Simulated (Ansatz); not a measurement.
Two isomers of C2H8GaN: A = `[CH3][Ga]([CH3])[NH2]`, B = `C[CH2][GaH][NH2]`.

Calculated with Ansatz (gas phase, PBE0-D4/def2-TZVP geometries, no zero-point term in ΔE). CCSD(T)/CBS adds triple-zeta CCSD(T) − MP2 to the extrapolated MP2 energy (def2 sets, frozen cores). Functionals use def2-TZVPP. B3LYP here is the variant with VWN-RPA as its local correlation; programs differ in this. For Ga outer-core shells are correlated without core-valence functions, which leaves a few kJ/mol of doubt a bond. Scalar relativity is left out up to krypton. One conformer a species, not always the lowest.

(1) Which isomer does CCSD(T)/CBS put lower? Give the gap. (Estimate.)

(2) Give E(B) − E(A) in kcal/mol with B2PLYP, CCSD(T)/def2-TZVPP, ωB97M-V, r2SCAN-D4, BLYP-D4, CCSD(T)/def2-SVP, B3LYP. (Estimate.)

(3) Does the order hold for the free energy at 298.15 K (harmonic terms from PBE0-D4)? (Best estimate.)

Largest T1 diagnostic: 0.012.

Results:

(1) Ansatz gave: A, by 11.7 kcal/mol.

(2) Computed: B2PLYP 11.6, CCSD(T)/def2-TZVPP 11.6, ωB97M-V 11.0, r2SCAN-D4 11.3, BLYP-D4 10.6, CCSD(T)/def2-SVP 8.3, B3LYP 11.3. None reverses the order clearly.

(3) Computed: Yes: G(B) − G(A) = +12.7 kcal/mol, for one conformer each. Modes under 60 cm⁻¹, often nearly free rotors, make the harmonic entropy too high.

At CCSD(T), def2-SVP lies −3.4 kcal/mol from the extrapolated value and def2-TZVPP −0.1 kcal/mol. In def2-TZVPP, CCSD(T) changes the Hartree–Fock value by +1.4 kcal/mol (the triples alone add +0.1 kcal/mol) and MP2 by +2.2 kcal/mol.
